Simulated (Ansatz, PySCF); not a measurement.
Species: difluoro(dimethyl)germane, C2H6F2Ge, charge 0, multiplicity 1. SMILES: [CH3][Ge]([CH3])([F])[F]
Geometry from a B3LYP-D3(BJ)/def2-TZVP (Ansatz, a program for electronic structure) optimisation:
```
Ge
F 1 1.7484
F 1 1.7484 2 103.71
C 1 1.9382 2 107.58 3 -113.79
H 4 1.0888 1 108.93 2 55.58
H 4 1.0895 5 109.25 1 -120.24
H 4 1.0895 5 109.25 6 -119.52
C 1 1.9382 2 107.58 3 113.79
H 8 1.0888 1 108.93 2 -55.58
H 8 1.0895 9 109.25 1 120.24
H 8 1.0895 9 109.25 10 119.52
```

Unscaled harmonic wavenumbers (cm⁻¹) in rising order, each level at the stationary point that it reaches from this structure (no distance between atoms moves by over 0.3 Å); the order of modes can differ between levels, and a negative number is imaginary. B3LYP-D3(BJ)/def2-TZVP (PySCF, at the structure above): 96, 104, 155, 177, 186, 238, 239, 579, 637, 684, 684, 772, 786, 840, 852, 1279, 1282, 1456, 1456, 1461, 1465, 3052, 3054, 3135, 3136, 3142, 3143.

HF/3-21G (Ansatz): 123, 133, 170, 201, 237, 279, 295, 662, 705, 844, 850, 869, 885, 955, 960, 1493, 1501, 1620, 1622, 1626, 1630, 3198, 3200, 3264, 3266, 3279, 3279. Zero-point energy 53.1 against 48.7 kcal/mol; where all levels lie over 400 cm⁻¹, the wavenumbers are on average 1.115 times those of B3LYP-D3(BJ)/def2-TZVP.

B3LYP/6-31G* with LANL2DZ past Ar (Ansatz): 121, 129, 162, 178, 196, 250, 257, 574, 626, 696, 706, 797, 806, 868, 880, 1331, 1340, 1490, 1491, 1495, 1502, 3070, 3072, 3151, 3153, 3159, 3159. Zero-point energy 49.5 against 48.7 kcal/mol; where all levels lie over 400 cm⁻¹, the wavenumbers are on average 1.018 times those of B3LYP-D3(BJ)/def2-TZVP.
